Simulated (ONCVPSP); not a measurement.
What one change does to a pseudopotential (Bi, ONCV)

bismuth (Bi), optimised norm-conserving Vanderbilt (ONCV), made with ONCVPSP 4.0.1 (PBE, scalar-relativistic). Core [Xe] 4f14, reference 5d10 6s2 6p3. Waves: 6s: rc 2.00 bohr, ncon 4, nbas 8, qcut 3.4 1/bohr, 2 projectors, debl 2.4 Ha; 6p: rc 2.25 bohr, ncon 4, nbas 9, qcut 3.6 1/bohr, 2 projectors, debl 0.7 Ha; 5d: rc 1.60 bohr, ncon 5, nbas 9, qcut 10.1 1/bohr, 2 projectors, debl 1.9 Ha; f scattering state at 0.06 Ha: rc 2.10 bohr, ncon 4, nbas 8, qcut 4.7 1/bohr, 1 projector. Local part: polynomial inside 1.05 bohr (lpopt 5, dvloc0 0 Ha). Core correction: Teter function, fcfact 3, rcfact 1.65.

All-electron outer shells of the reference configuration (PBE, scalar-relativistic, ld1.x):

```
shell  level (eV)  outermost node (bohr)  outermost maximum (bohr)
   4f     -152.59                      –                      0.34
   5p      -95.86                   0.48                      0.86
   5d      -27.08                   0.51                      1.03
   6s      -14.48                   0.98                      1.88
   6p       -4.57                   1.14                      2.44
```

Change: core correction Teter function, fcfact 7.7, rcfact 1.65.

Cutoffs: the cutoffs (Ha) at which the residual kinetic energy of the hardest occupied pseudo-wave falls to 1 and 0.1 mHa per electron; they do not see the model core or the augmentation charge, which bear on the density cutoff. Errors are all-electron minus pseudo energies relative to the spin-unpolarised reference configuration.

**Question.** How do hardness, ghosts and transferability respond?

**Answer.** The potential gets neither clearly harder nor softer (27 Ha and 38 Ha → 27 Ha and 38 Ha); both files keep a bound ghost (p, s); of the 4 tests that both files solve, the error grows in 4 and shrinks in 0 by more than 15 % and 0.3 meV (median size 21.6 → 40.4 meV). A model core, the more so a compact one, raises the density cutoff, which this test does not measure.

| quantity | base | changed |
| --- | --- | --- |
| cutoff, loose | 27 Ha | 27 Ha |
| cutoff, tight | 38 Ha | 38 Ha |
| bound ghosts | s, p | s, p |
| GHOST(+) flags under 300 eV | s at 120.9 eV | s at 120.9 eV |
| error for 5d10 6s2 6p2, meV [ΔE 7.91 eV] | -5.7 | -9.1 |
| error for 5d10 6s2 6p1, meV [ΔE 23.16 eV] | -27 | -54 |
| error for 5d10 6s2 6p0, meV [ΔE 46.50 eV] | -88 | -196 |
| error for 5d10 6s1 6p3, meV [ΔE 18.73 eV] | -16 | -27 |
| s: phases at 2.03 bohr within 0.05 rad from the reference energy up to (Ha; the scan ends near 5) | 3.5 | 3.5 |
| p: phases at 2.28 bohr within 0.05 rad from the reference energy up to (Ha; the scan ends near 5) | 2.7 | 2.7 |
| d: phases at 1.62 bohr within 0.05 rad from the reference energy up to (Ha; the scan ends near 5) | to the end of the scan | to the end of the scan |
| f: phases at 2.13 bohr within 0.05 rad from the reference energy up to (Ha; the scan ends near 5) | 2.3 | 2.3 |
| rms error of d²Exc/dni dnj with the model core, mHa | 0.55 | 2.76 |

 A true bound ghost makes a file unfit for plane-wave use even where its test errors are small: the radial tests pick states by their node count and pass the ghost by.
